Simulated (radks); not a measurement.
Q: All-electron atom: neutral mercury in [Hg]. All-electron calculation, scalar-relativistic Kohn-Sham, PBE, spin-polarised, spherical densities, point nucleus. Program: a radial shooting solver on a logarithmic mesh with Libxc functionals. Some entries of the table are withheld. Estimate them.

orbital,occ.,eigenvalue (hartree),r(max) (bohr),<r> (bohr)
1s,2,-3057.110,0.01022,0.01658
2s,2,-541.8079,0.05913,0.06991
2p,6,-467.1214,0.04906,0.06328
3s,2,(1),0.1667,0.1806
3p,6,-106.9990,0.1664,0.1821
3d,10,-84.32925,0.1355,0.1650
4s,2,-28.26963,0.3756,0.3992
4p,6,-21.19852,0.3958,0.4254
4d,10,-12.81611,0.4028,(2)
5s,2,-4.34313,0.8274,0.9014
4f,14,-3.52379,0.3666,0.4825
5p,6,-2.44441,0.9281,1.040
5d,10,-0.36236,1.163,1.499
6s,2,-0.25052,2.204,(3)

A: 
(1) 3s eigenvalue (hartree): -128.5723
(2) 4d <r> (bohr): 0.4489
(3) 6s <r> (bohr): 2.697
